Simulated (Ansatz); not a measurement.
One change: `C[CH](F)[InH2]` becomes `F[CH](F)[InH2]`.

Ansatz, PBE0-D4/def2-TZVP geometries, multiplicity 1. 

Elements past krypton have def2 core potentials.

```json
{"property": "HOMO energy (ωB97M-V/def2-TZVPP) / eV", "`C[CH](F)[InH2]`": "-9.22"}
{"property": "HOMO–LUMO gap (PBE0/def2-TZVPP) / eV", "`C[CH](F)[InH2]`": "5.24"}
{"property": "size of the dipole moment (B3LYP/def2-TZVPP) / D", "`C[CH](F)[InH2]`": "1.78"}
{"property": "HOMO–LUMO gap (ωB97M-V/def2-TZVPP) / eV", "`C[CH](F)[InH2]`": "8.89"}
{"property": "HOMO energy (B3LYP/def2-TZVPP) / eV", "`C[CH](F)[InH2]`": "-6.87"}
{"property": "LUMO energy (PBE0/def2-TZVPP) / eV", "`C[CH](F)[InH2]`": "-1.79"}
```

Q: What does the change do to each property? (An estimate is asked.)

A: Ansatz gave: 
```json
{"property": "HOMO energy (ωB97M-V/def2-TZVPP) / eV", "`F[CH](F)[InH2]`": "-9.65", "shift": "-0.43"}
{"property": "HOMO–LUMO gap (PBE0/def2-TZVPP) / eV", "`F[CH](F)[InH2]`": "5.35", "shift": "0.11"}
{"property": "size of the dipole moment (B3LYP/def2-TZVPP) / D", "`F[CH](F)[InH2]`": "1.96", "shift": "0.18"}
{"property": "HOMO–LUMO gap (ωB97M-V/def2-TZVPP) / eV", "`F[CH](F)[InH2]`": "9.07", "shift": "0.18"}
{"property": "HOMO energy (B3LYP/def2-TZVPP) / eV", "`F[CH](F)[InH2]`": "-7.25", "shift": "-0.38"}
{"property": "LUMO energy (PBE0/def2-TZVPP) / eV", "`F[CH](F)[InH2]`": "-2.08", "shift": "-0.29"}
```

With PBE0 the HOMO falls by 0.39 eV and the LUMO falls by 0.29 eV, so the gap widens by about 0.10 eV. PBE moves the HOMO by -0.26 eV and ωB97M-V by -0.43 eV. The zero-point energy changes by -92.8 kJ/mol with -9 modes. Dipoles are sizes alone; their direction can turn.

B3LYP here is the variant with VWN-RPA as its local correlation; programs differ in this.
